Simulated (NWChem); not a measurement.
Molecule: BHOBr₂; SMILES B(O)(Br)Br

```xyz
5

B      0.6664     0.0390     0.0000
Br    -0.2404    -1.6606     0.0000
Br    -0.3364     1.6631     0.0000
O      2.0004     0.1123     0.0000
H      2.4356    -0.7489     0.0000
```
Atoms are numbered in this order, from 1.

Level: PBE0/def2-SVP (NWChem), optimised geometry, unscaled harmonic frequencies. This build's default masses of Se (78.918 u) and Br (79.917 u) are each other's, which moves their modes by up to 0.6 %.

| frequency (cm⁻¹) | IR intensity (km/mol) |
|---|---|
| 169 | 0.3 |
| 304 | 7.3 |
| 435 | 8.6 |
| 454 | 0.9 |
| 577 | 124.6 |
| 777 | 257.3 |
| 1082 | 355.9 |
| 1393 | 296.0 |
| 3881 | 131.9 |

- zero-point energy = 13.0 kcal/mol
- thermal correction to the enthalpy at 298.15 K (with zero-point energy) = 16.5 kcal/mol
- heat capacity Cv = 14.4 cal/(mol K)
- entropy at 298.15 K and 1 atm (symmetry number 1) = 76.2 cal/(mol K)
- dipole moment = 1.96 D

Rigid rotor and harmonic oscillator.
